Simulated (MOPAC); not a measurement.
Input file for MOPAC: PM3 on Al2-, 2S+1 = 4, a spin state set in the input, which need not be the lowest, a point of a bond scan (R = 2.565 Å). Charge -1.

```
PM3 1SCF PRECISE CHARGE=-1 UHF MS=1.5 THREADS=1
Al2

Al     0.00000000 1     0.00000000 1     0.00000000 1
Al     0.00000000 1     0.00000000 1     2.56527700 1
```

Program output:

```
*******************************************************************************
 **                                                                           **
 **                              MOPAC v23.2.5                                **
 **                                                                           **
 *******************************************************************************
 ** MOPAC's Digital Object Identifier: https://doi.org/10.5281/zenodo.6511958 **
 **                                                                           **
 ** Please cite the open-source release paper for use of this MOPAC version:  **
 ** J. E. Moussa and J. J. P. Stewart (2026)                                  **
 ** MOPAC: An open-source semiempirical molecular orbital program             **
 ** J. Open Source Softw., 11(119), 8025, https://doi.org/10.21105/joss.08025 **
 *******************************************************************************

                              PM3 CALCULATION RESULTS

 *******************************************************************************
 *  PM3        - The PM3 Hamiltonian to be used
 *  UHF        - UNRESTRICTED HARTREE-FOCK CALCULATION
 *
 *
 *
 *                 CHARGE ON SYSTEM = -1
 *
 *
 *
 *  MS=        - IN MECI, MAGNETIC COMPONENT OF SPIN =  1.5
 *  PRECISE    - TIGHTER CRITERIA TO BE USED
 *  1SCF       - DO 1 SCF AND THEN STOP
 *  THREADS=1  - MULTI-THREADING NOT USED
 *  T=         - A TIME OF 172800.0 SECONDS REQUESTED
 *  DUMP=N     - RESTART FILE WRITTEN EVERY 7200.0 SECONDS REQUESTED
 *******************************************************************************
PM3 1SCF PRECISE CHARGE=-1 UHF MS=1.5 THREADS=1
 Al2

   ATOM   CHEMICAL          X               Y               Z
  NUMBER   SYMBOL      (ANGSTROMS)     (ANGSTROMS)     (ANGSTROMS)

     1      Al          0.00000000  *   0.00000000  *   0.00000000  *
     2      Al          0.00000000  *   0.00000000  *   2.56527700  *



          CARTESIAN COORDINATES

    NO.       ATOM           X           Y           Z

     1        Al          0.0000      0.0000      0.0000
     2        Al          0.0000      0.0000      2.5653

 Al: (PM3): J. J. P. STEWART, J. COMP. CHEM. 10, 209 (1989).

           Empirical Formula: Al2  =     2 atoms



      MOLECULAR POINT GROUP   :   D*h


          UHF CALCULATION, NO. OF ALPHA ELECTRONS =    5
                           NO. OF BETA  ELECTRONS =    2

 -------------------------------------------------------------------------------
 PM3 1SCF PRECISE CHARGE=-1 UHF MS=1.5 THREADS=1
 Al2



     1SCF WAS SPECIFIED, SO BFGS WAS NOT USED
     SCF FIELD WAS ACHIEVED


                              PM3 CALCULATION
                                                       MOPAC v23.2.5 Linux




          FINAL HEAT OF FORMATION =        -13.55437 KCAL/MOL =     -56.71146 KJ/MOL


          COSMO AREA              =        110.93 SQUARE ANGSTROMS
          COSMO VOLUME            =        101.87 CUBIC ANGSTROMS

          IONIZATION POTENTIAL    =          4.173889 EV
          ALPHA SOMO LUMO (EV)    =         -4.591 -0.267
          BETA  SOMO LUMO (EV)    =         -4.174  0.210
          NO. OF ALPHA ELECTRONS  =          5
          NO. OF BETA  ELECTRONS  =          2
          MOLECULAR WEIGHT        =         53.9631         POINT GROUP:  D*h

          MOLECULAR DIMENSIONS (Angstroms)

            Atom       Atom       Distance
           Al     2   Al     1     2.56528
           Al     2   Al     1     0.00000
           Al     1   Al     2     0.00000


          SCF CALCULATIONS        =          1





   ATOM   CHEMICAL          X               Y               Z
  NUMBER   SYMBOL      (ANGSTROMS)     (ANGSTROMS)     (ANGSTROMS)

     1      Al          0.00000000  *   0.00000000  *   0.00000000  *
     2      Al          0.00000000  *   0.00000000  *   2.56527700  *

                             CARTESIAN COORDINATES

   1   Al        0.000000000     0.000000000     0.000000000
   2   Al        0.000000000     0.000000000     2.565277000


           Empirical Formula: Al2  =     2 atoms



      MOLECULAR POINT GROUP   :   D*h


          ALPHA EIGENVALUES
  -5.88374  -5.60755  -5.20585  -4.96476  -4.59146  -0.26713   7.26394   8.07308


           BETA EIGENVALUES
  -4.91373  -4.17389   0.21007   0.40064   0.52374   1.22616  13.17259  14.17618


              NET ATOMIC CHARGES AND DIPOLE CONTRIBUTIONS

  ATOM NO.   TYPE          CHARGE      No. of ELECS.   s-Pop       p-Pop
    1         Al          -0.500000        3.5000     0.02322     3.47678
    2         Al          -0.500000        3.5000     0.02322     3.47678
 DIPOLE           X         Y         Z       TOTAL
 POINT-CHG.     0.000     0.000     0.000     0.000
 HYBRID         0.000     0.000     0.000     0.000
 SUM            0.000     0.000     0.000     0.000


          ATOMIC ORBITAL ELECTRON POPULATIONS

     Atom    s        px        py        pz
    1 Al   0.02322   1.50000   0.50000   1.47678
    2 Al   0.02322   1.50000   0.50000   1.47678


                    (SZ)    =    1.500000
                    (S**2)  =    3.788288


          ATOMIC ORBITAL SPIN POPULATIONS

    Atom   Total    s     px     py     pz
         Atomic
    1 Al  1.5000  0.004  0.500  0.500  0.496
    2 Al  1.5000  0.004  0.500  0.500  0.496

 **********************
 *                    *
 * JOB ENDED NORMALLY *
 *                    *
 **********************




 == MOPAC DONE ==
```

The run finished.

Cost: around 0.010 core-seconds (rough).
